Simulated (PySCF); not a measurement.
# Removing an electron from `COCc1ccncc1`

Compound: C7H9NO.
Geometry (PBE0-D3(BJ)/def2-SVP, Å), atoms numbered from 1 in this order:
```
atom  x, y, z in Å
C1     3.1758   -0.4966    0.4635
O2     1.8057   -0.5934    0.2307
C3     1.1203    0.5970    0.4420
C4    -0.3434    0.4266    0.1548
C5    -0.8571   -0.7694   -0.3432
C6    -2.2263   -0.8555   -0.5967
N7    -3.0828    0.1407   -0.3931
C8    -2.5873    1.2812    0.0831
C9    -1.2397    1.4766    0.3722
H10    3.3990   -0.2162    1.5121
H11    3.6223   -1.4799    0.2624
H12    3.6566    0.2510   -0.1984
H13    1.5224    1.4060   -0.2060
H14    1.2475    0.9501    1.4881
H15   -0.1907   -1.6134   -0.5238
H16   -2.6491   -1.7887   -0.9878
H17   -3.3046    2.0939    0.2478
H18   -0.8964    2.4383    0.7640
```

Level: wB97X-D/def2-SVPD (PySCF). Frontier orbitals with their largest atomic shares (Löwdin; up to four atoms above 4 %):

```csv
orbital,ε (eV),main atoms
HOMO−3,-10.16,"O2 38 %, C4 12 %, N7 10 %, C1 9 %"
HOMO−2,-9.57,"O2 17 %, C5 15 %, C4 15 %, N7 13 %"
HOMO−1,-9.29,"C9 23 %, C6 19 %, C8 18 %, C5 15 %"
HOMO,-9.23,?
LUMO,1.01,"C4 23 %, N7 20 %, C6 15 %, C9 12 %"
LUMO+1,1.38,"C8 22 %, C5 19 %, C9 16 %, C6 14 %"
LUMO+2,2.17,"C1 23 %, C3 17 %, H14 8 %, H13 8 %"
```

Problem. What vertical ionisation energy does ΔSCF give, and how far is −ε(HOMO) from it?

Solution. ΔSCF: 9.34 eV (901 kJ/mol; threshold wavelength 133 nm); ⟨S²⟩ of the doublet left behind is 0.760, against 0.75 for a pure doublet. −ε(HOMO) is 9.23 eV, 0.11 eV below it. For the exact functional −ε(HOMO) would equal the first vertical ionisation energy; wB97X-D (range-separated hybrid) comes within 0.11 eV of that here.

Problem. On which atoms does the HOMO lie?

Solution. N7 (pyridine-type nitrogen) 59 %, C6 (aromatic CH next to a ring nitrogen) 11 %, C8 (aromatic CH next to a ring nitrogen) 11 %, C5 (aromatic CH carbon) 5 %, so more than half of it is on one atom. The HOMO−1 lies 0.06 eV lower.

Problem. How many of the 10 lowest singlet excitations (vertical TDDFT, same level) lie below the ionisation energy?

Solution. All 10; they run from 5.10 to 7.77 eV.

Problem. With α = 92.5 au, estimate the like-pair dispersion coefficient by London's formula C6 = (3/4)α²I.

Solution. I = 0.3431 Eh, so C6 ≈ 2200 au, a rough estimate.

Problem. Shift the occupied levels rigidly so that −ε(HOMO) equals the ΔSCF value. What binding energies result?

Solution. The shift is +0.11 eV: HOMO 9.34, HOMO−1 9.40, HOMO−2 9.68, HOMO−3 10.27 eV. A rigid shift is only a rough guide to the deeper ionisations.

Geometry: PBE0-D3(BJ)/def2-SVP, one conformer, isolated molecule.

wB97X-D is run here without its empirical dispersion term; that term would change no orbital, density or response property at a fixed geometry.
